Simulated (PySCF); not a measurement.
# What a mistake does to a calculation on BGeH5OSi

Calculated results; nothing here was measured. The program is PySCF 2.14.0, an open-source quantum chemistry code, run on an isolated molecule that a program drew, which may never have been made. The molecule is BGeH5OSi (charge 0, singlet), drawn as the SMILES string `[SiH]B[O][GeH3]`.

Each row is a Hartree-Fock (HF) and frozen-core CCSD(T) single point in the cc-pV(D+d)Z basis, meant for a local HF minimum. Run 1 is clean. Each other run has one planted mistake out of seven kinds, and not every kind appears here: one electron removed, one electron added, multiplicity raised by two, geometry at a saddle point, minimal basis STO-3G, one bond length entered in bohr, all coordinates scaled. The reference is restricted for singlets and unrestricted otherwise, and also for a bond in bohr. Adding or removing an electron swaps singlet and doublet. Electrons count all cores. HOMO and LUMO are orbital energies over both spins, the gradient is its largest component, and the lowest frequency (negative if imaginary) is given only where the gradient is small. Bond lengths are over the 8 bonds as drawn. T1 is the CCSD diagnostic: over 0.02 (restricted) or 0.045 (unrestricted) a single reference is doubtful. Germanium has the cc-pVDZ-PP basis, with a core potential (ECP10MDF) in place of its 10 inner electrons, and its 3s, 3p and 3d shells are frozen in CCSD(T).

Geometry of the clean run:
```xyz
9
BGeH5OSi, angstrom
Si   -2.9393   -1.6997    1.3716
B    -2.2804   -0.4502   -0.1285
O    -2.2573    0.8835    0.0768
Ge   -1.7535    2.2190   -1.0207
H    -1.5314   -1.9490    1.8893
H    -1.9393   -0.9027   -1.2069
H    -0.5931    2.9265   -0.3301
H    -1.3394    1.6096   -2.3574
H    -2.9632    3.1362   -1.1596
```

```
run  electrons  basis functions  <S^2>  HOMO (eV)  LUMO (eV)  gradient (hartree/bohr)  lowest frequency (cm^-1)  mean bond (Å)  longest bond (Å)      T1  HF (hartree)  CCSD(T) (hartree)                          mistake
  1         64               99  0.000      -8.14       0.77                  3.1e-05                        43         1.5656             2.060  0.0165    -684.74860         -685.26338                         no fault
  2         64               99  0.000      -8.25       0.60                  3.9e-02                         -         1.6767             2.207  0.0190    -684.71333         -685.24004           all coordinates scaled
  3         64               99  1.302      -8.52       0.94                  6.9e-03                         -         1.7351             2.881  0.0722    -684.64755         -685.14525  one bond length entered in bohr
  4         63               99  0.780     -16.17      -6.20                  7.3e-02                         -         1.5656             2.060  0.0259    -684.48618         -684.97400             one electron removed
  5         65               99  0.769      -0.79       6.49                  4.0e-02                         -         1.5656             2.060  0.0202    -684.74779         -685.27550                                ?
  6         64               99  2.018      -7.68       0.63                  2.7e-02                         -         1.5656             2.060  0.0209    -684.73387         -685.23009                                ?
```

**Which mistake was planted in run 5, and what did it cost?**

It counts 65 electrons, one more than the clean run, at the same geometry and basis. So the mistake is: one electron added. Subtracting run 1 and multiplying by 627.51 kcal/mol a hartree, the energy moved by 0.5 kcal/mol in HF and -7.6 kcal/mol in CCSD(T).

**Which mistake was planted in run 6, and what did it cost?**

Electrons, basis and geometry are unchanged, and <S^2> is 2.018, beside S(S+1) = 2.00 for a multiplicity of 3. So the mistake is: multiplicity raised by two. Subtracting run 1 and multiplying by 627.51 kcal/mol a hartree, the energy moved by 9.2 kcal/mol in HF and 20.9 kcal/mol in CCSD(T).

Cautions from the logs. Run 3: T1 is over the limit, so its CCSD(T) energy is less reliable.
